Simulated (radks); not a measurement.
Problem. Species: Ti. Configuration: [Ar] 3d3 4p1 (not the ground configuration). All-electron calculation, Dirac Kohn-Sham, PBEsol, spin-unpolarised, spherical densities, point nucleus; open shells fill j = l - 1/2 first. Program: a radial shooting solver on a logarithmic mesh with Libxc functionals. Some entries of the table are withheld. Estimate them.

| orbital | occ. | eigenvalue (eV) | <1/r> (bohr^-1) | <r> (bohr) |
|---|---|---|---|---|
| 1s1/2 | 2 | -4859.981 | (1) | 0.06964 |
| 2s1/2 | 2 | -533.3099 | 4.555 | 0.3251 |
| 2p1/2 | 2 | (2) | (3) | 0.2882 |
| 2p3/2 | 4 | (4) | (5) | 0.2909 |
| 3s1/2 | 2 | -60.2160 | 1.388 | 1.015 |
| 3p1/2 | 2 | (6) | 1.258 | (7) |
| 3p3/2 | 4 | (8) | 1.246 | (9) |
| 3d3/2 | 3 | -2.9683 | 0.7934 | 1.852 |
| 3d5/2 | 0 | -2.9294 | 0.7897 | 1.863 |
| 4p1/2 | 1 | (10) | 0.2491 | 5.130 |
| 4p3/2 | 0 | (11) | 0.2473 | 5.165 |

Solution. 
(1) 1s1/2 <1/r> (bohr^-1): 21.79
(2) 2p1/2 eigenvalue (eV): -444.9138
(3) 2p1/2 <1/r> (bohr^-1): 4.490
(4) 2p3/2 eigenvalue (eV): -439.1475
(5) 2p3/2 <1/r> (bohr^-1): 4.433
(6) 3p1/2 eigenvalue (eV): -37.1441
(7) 3p1/2 <r> (bohr): 1.094
(8) 3p3/2 eigenvalue (eV): -36.5004
(9) 3p3/2 <r> (bohr): 1.103
(10) 4p1/2 eigenvalue (eV): -1.7324
(11) 4p3/2 eigenvalue (eV): -1.7100
